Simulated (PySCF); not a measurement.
Identify the unknown among the candidates.

All candidates are C5H6O3S.

| technique | computed result |
| --- | --- |
| 13C NMR | chemical shifts (computed TMS as zero) by class: 153.5 (1 C), 150.1 (1 C), 144.9 (1 C), 138.8 (1 C), 45.7 (1 C) ppm [GIAO PBE0/pcSseg-1] |
| Polarisability | 85.0 au [PBE0/def2-SVPD] |
| UV, first state | lowest singlet excitation: 4.94 eV (251 nm, f = 0.176) [TDDFT PBE0/def2-SVPD] |
| Dipole | 4.50 D [PBE0/def2-SVPD] |
| Rotational structure | rotational constants A, B, C: 3.147, 1.033, 0.932 GHz [GFN2-xTB] |
| NMR, other nuclei | isotropic shieldings of nuclei other than C and H, by class: 107 (2 O), 116 (1 O), 202 (1 S) ppm [GIAO PBE0/pcSseg-1] |
| Triplet | lowest triplet excitation (Tamm–Dancoff): 2.98 eV [TDA PBE0/def2-SVPD] |
| 1H NMR | chemical shifts (computed TMS as zero) by class: 7.29 (1 H), 7.12 (1 H), 6.84 (1 H), 4.70 (1 H), 3.51 (2 H) ppm [GIAO PBE0/pcSseg-1] |

The electronic properties come from PySCF, for the isolated species, density fitting. Levels stand in brackets. Isolated species at its GFN2-xTB geometry (one conformer only). NMR values are class means; diastereotopic atoms form classes of their own.

**Question.** Which candidate is it?
A. `O=CC1=CS(=O)(=O)CC1`
B. `O=COC1=C[S@@](=O)CC1`
C. `O=S(=O)(O)C1=CC=CC1`

**Answer.** C. It is `O=S(=O)(O)C1=CC=CC1`. Numbering: `[O:1]=[S:2](=[O:3])([OH:4])[C:5]1=[CH:6][CH:7]=[CH:8][CH2:9]1`. 5 carbons fall into 5 classes; from least to most shielded: fully substituted alkene carbon [C5] (153.5 ppm), alkene CH carbon [C8] (150.1 ppm), alkene CH carbon [C6] (144.9 ppm), alkene CH carbon [C7] (138.8 ppm), allylic carbon [C9] (45.7 ppm). Hydrogen classes from least to most shielded: 1 H on an alkene CH carbon, C6 (7.29 ppm), 1 H on an alkene CH carbon, C8 (7.12 ppm), 1 H on an alkene CH carbon, C7 (6.84 ppm), 1 H on a hydroxyl oxygen, O4 (4.70 ppm), 2 H on an allylic carbon, C9 (3.51 ppm). The other shieldings belong to: 107 ppm, sulfonyl oxygen [O1/O3]; 116 ppm, hydroxyl oxygen [O4]; 202 ppm, sulfonyl sulfur [S2]. S1 is mainly HOMO→LUMO (weight 0.98); the largest Löwdin shares of the orbital it empties are 0.26 on an alkene CH carbon, 0.25 on the fully substituted alkene carbon, 0.18 on an alkene CH carbon and 0.13 on an alkene CH carbon, of the orbital it fills 0.20 on an alkene CH carbon, 0.19 on the fully substituted alkene carbon, 0.19 on an alkene CH carbon and 0.12 on an alkene CH carbon. The optimised geometry has point group C1 and is an asymmetric top.

The others, at the same levels:
- `O=COC1=C[S@@](=O)CC1` fails: its computed 13C shifts are 166.3 (1 C), 162.4 (1 C), 131.5 (1 C), 52.3 (1 C), 36.8 (1 C) ppm, 1H shifts are 8.28 (1 H), 7.93 (1 H), 4.06 (1 H), 2.75 (1 H), 2.58 (1 H), 2.27 (1 H) ppm and rotational constant A is 3.021 GHz (against 3.147 GHz).
- `O=CC1=CS(=O)(=O)CC1` fails: its computed 13C shifts are 193.6 (1 C), 156.9 (1 C), 150.7 (1 C), 57.2 (1 C), 24.7 (1 C) ppm, 1H shifts are 10.16 (1 H), 7.40 (1 H), 3.12 (2 H), 2.90 (2 H) ppm and rotational constant A is 3.556 GHz (against 3.147 GHz).

Each candidate is one conformer, not necessarily the lowest. Dipoles, sizes and rotational constants follow the conformer. The torsions of the flexible species, by atom-mapped SMILES:
- `[O:1]=[S:2](=[O:3])([OH:4])[C:5]1=[CH:6][CH:7]=[CH:8][CH2:9]1`: O1–S2–C5–C6 -144°, H–O4–S2–O1 135°
- `[O:1]=[CH:2][O:3][C:4]1=[CH:5][S@@:6](=[O:7])[CH2:8][CH2:9]1`: O1–C2–O3–C4 1°, C2–O3–C4–C5 4°

The conformers of `O=CC1=CS(=O)(=O)CC1` aren't listed.
